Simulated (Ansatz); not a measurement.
`C[NH2+][B-](O)(O)O`, 14 atoms. Total charge 0; spin multiplicity 1. All runs use 4 threads of an Arm Neoverse V2 on a shared host. Correlated methods freeze the cores.

Q: Give the basis size and wall time and peak host memory of each of these runs in Ansatz. RKS ωB97M-V/def2-SVP energy; RKS ωB97M-V/def2-TZVPP energy and forces; RKS HSE06 (plane-wave form)-D4/def2-TZVPP energy; RHF-CCSD(T)/def2-SVP energy; RKS PBE0-D4/def2-QZVPP energy; RKS PBE0-D4/def2-SVP energy; RHF-MP2/def2-QZVPP energy; RKS PBE0-D4/def2-TZVP frequencies; RKS BLYP-D4/def2-TZVPP energy; RKS CAM-B3LYP-D4/def2-TZVPP energy; RKS ωB97M-V/def2-QZVPP energy; RHF-CCSD(T)/def2-TZVPP energy. (An estimate is asked.)

A: The calculation gave: Other jobs shared the machine, so times are rough.

```csv
level,job,functions,wall time,peak host memory (GiB)
RKS PBE0-D4/def2-SVP,energy,124,1.1 s,0.5
RKS BLYP-D4/def2-TZVPP,energy,298,2.9 s,0.41
RKS HSE06 (plane-wave form)-D4/def2-TZVPP,energy,298,3.9 s,0.82
RKS CAM-B3LYP-D4/def2-TZVPP,energy,298,4.1 s,0.89
RKS ωB97M-V/def2-SVP,energy,124,4.6 s,0.5
RKS PBE0-D4/def2-QZVPP,energy,582,9 s,2.3
RKS ωB97M-V/def2-TZVPP,energy and forces,298,13 s,1.2
RHF-CCSD(T)/def2-SVP,energy,124,15 s,0.87
RKS ωB97M-V/def2-QZVPP,energy,582,21 s,2.8
RHF-MP2/def2-QZVPP,energy,582,33 s,5.1
RKS PBE0-D4/def2-TZVP,frequencies,234,3.5 min,0.67
RHF-CCSD(T)/def2-TZVPP,energy,298,16 min,4.5
```
